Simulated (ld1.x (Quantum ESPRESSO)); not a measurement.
## Varying the RRKJ potential for B

Base potential:

ld1.x (Quantum ESPRESSO) 7.5 input, shortened:

```
&input
   title='B', zed=5., rel=1, dft='PBE', iswitch=3,
   config='[He] 2s1.75 2p1.25'
 /
 &inputp
   pseudotype=2, tm=.false., lloc=1,
   nlcc=.true., new_core_ps=.true., rcore=0.90
 /
2
2S  1  0   1.75   0.00  1.20  1.20  0.0
2P  2  1   1.25   0.00  2.75  2.75  0.0
 &test
   configts(1)='2s1.75 2p1.25'
 /
```

Cutoffs, loose and tight: the cutoffs (Ry, on a coarse ladder) from which the occupation-weighted sum of valence levels, in a spherical-Bessel basis at the reference potential, stays within 10 and 1 mRy of its value at 400 Ry. They do not see the model core or the augmentation charge, which bear on the density cutoff. Test errors are all-electron minus pseudo excitation energies from the reference, over the configurations 2s2 2p1; 2s2 2p0; 2s1 2p0; 2s1 2p2; 2s1 2p1; 2s0 2p3; 2s2 2p0.5. A dash means not determined; rows that change the core or the reference have their own tests.

| change | outcome | cutoff, loose | cutoff, tight | bound ghosts | largest test error (meV) |
| --- | --- | --- | --- | --- | --- |
| base | generated | 25 Ry | 40 Ry | none | +247 |
| wave 2p (bound): rc 2.75 bohr becomes 2p (bound): rc 1.80 bohr | generated | 30 Ry | 40 Ry | none | +89 |
| wave 2p (bound): rc 2.75 bohr becomes 2p (bound): rc 2.44 bohr | generated | 25 Ry | 40 Ry | none | +171 |
| wave 2p (bound): rc 2.75 bohr becomes 2p (bound): rc 2.70 bohr | generated | 25 Ry | 40 Ry | none | +228 |
| wave 2p (bound): rc 2.75 bohr becomes 2p (bound): rc 3.10 bohr | generated | 25 Ry | 40 Ry | none | +370 |
| wave 2p (bound): rc 2.75 bohr becomes 2p (bound): rc 4.12 bohr | generated | 25 Ry | 40 Ry | none | +904 |

Question: What comes out with this change to the base: wave 2p (bound): rc 2.75 bohr becomes 2p (bound): rc 3.62 bohr?

Answer: outcome: generated; cutoff, loose: 25 Ry; cutoff, tight: 40 Ry; bound ghosts: none; largest test error (meV): +611.

Reading the sweep of the p radius (base included, trends over the rows without a ghost): The loose cutoff stays near 25 Ry. The median size of the test errors (rows with all tests solved) rises from 2.7 meV at 1.8 to 65.4 meV at 4.12 bohr. More of the atom is replaced by a form fitted at one configuration, so other configurations suffer as the radius grows.
